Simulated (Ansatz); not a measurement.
`CC1(Cl)O[SiH2]1` → `ClC1O[SiH2]1` + `[CH2]` (triplet)  (formal loss of a carbene)

Gas-phase electronic energies from Ansatz, PBE0-D4/def2-TZVP geometries. CBS: MP2 limit from def2 TZ/QZ plus the TZ coupled-cluster correction, frozen cores. This one scheme is used for every species. DFT in def2-TZVPP. HSE06 is defined as in plane-wave codes. Triplets are unrestricted, without spin–orbit coupling.

| species | HSE06-D4 energy (Eh) |
| --- | --- |
| `CC1(Cl)O[SiH2]1` | -903.74381 |
| `ClC1O[SiH2]1` | -864.45713 |
| `[CH2]` (triplet) | -39.11361 |

(1) Work out ΔE.

Largest T1 diagnostic among the species: 0.014.

Answers

(1) ΔE = (-864.45713) + (-39.11361) − (-903.74381) = 0.17307 Eh = +4.71 eV. CCSD(T)/CBS gives +4.75 eV.

From BLYP to BHLYP (50 % exact exchange), in def2-TZVPP and without D4, ΔE moves by −0.04 eV. In def2-TZVPP, CCSD(T) changes the Hartree–Fock value by +1.46 eV (the triples alone add +0.13 eV) and MP2 by +1.62 eV. At CCSD(T), def2-SVP lies −0.13 eV from the extrapolated value and def2-TZVPP −0.13 eV.
